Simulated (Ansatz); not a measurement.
`CCN[SiH3]` + H₂O → `OCN[SiH3]` + CH₄ at 400 K and 1 bar (formal hydrolysis of a C–C bond).

Isolated molecules relaxed with PBE0-D4/def2-TZVP in Ansatz; ΔE leaves out vibrations. CCSD(T)/CBS adds triple-zeta CCSD(T) − MP2 to the extrapolated MP2 energy (def2 sets, frozen cores). This one scheme is used for every species. Each species was taken in one conformer, which may not be the lowest.

| species | CCSD(T)/CBS energy (Eh) | H − E (kJ/mol) | S (J/(mol·K)) |
| --- | --- | --- | --- |
| `CCN[SiH3]` | -425.31370 | 314.1 | 366.0 |
| H₂O | -76.37941 | 69.8 | 198.6 |
| `OCN[SiH3]` | -461.22337 | 252.4 | 357.1 |
| CH₄ | -40.46206 | 131.3 | 197.2 |

H − E and S are ideal-gas, rigid-rotor, harmonic terms from PBE0-D4/def2-TZVP, for one conformer and one mirror image of each species. 1 Eh = 2625.50 kJ/mol, R = 8.31446 J/(mol·K).

Q: By hand: ΔE, ΔH, ΔS and ΔG.

A: ΔE = (-461.22337) + (-40.46206) − (-425.31370) − (-76.37941) = 0.00768 Eh = 20.2 kJ/mol. Δ(H − E) = 252.4 + 131.3 − 314.1 − 69.8 = -0.2, so ΔH = 20.0 kJ/mol. ΔS = 357.1 + 197.2 − 366.0 − 198.6 = -10.3 J/(mol·K). ΔG = 20.0 − 400 × (-10.3)/1000 = 24.1 kJ/mol.

Q: By hand: the equilibrium constant, and the temperature at which ΔG would vanish if ΔH and ΔS stayed fixed.

A: log₁₀ K = −ΔG/(RT ln 10) = -3.1. ΔH and −TΔS have one sign here, so there is no such temperature.

The number of gas molecules stays the same, so ΔS is small and ΔH decides. A doubt of 5 kJ/mol in ΔE shifts log₁₀ K by 0.7 here. Other conformers and mirror images would add mixing entropy, several J/(mol·K) or more a flexible species. Modes under 60 cm⁻¹, often nearly free rotors, make the harmonic entropy too high. These are equilibria of isolated gas molecules and say nothing of rates. Largest T1 diagnostic: 0.011 (customary marks: 0.02 for closed shells, 0.045 for open ones).

ΔS is within the doubt of such terms, so its sign, and with it that verdict, could turn.
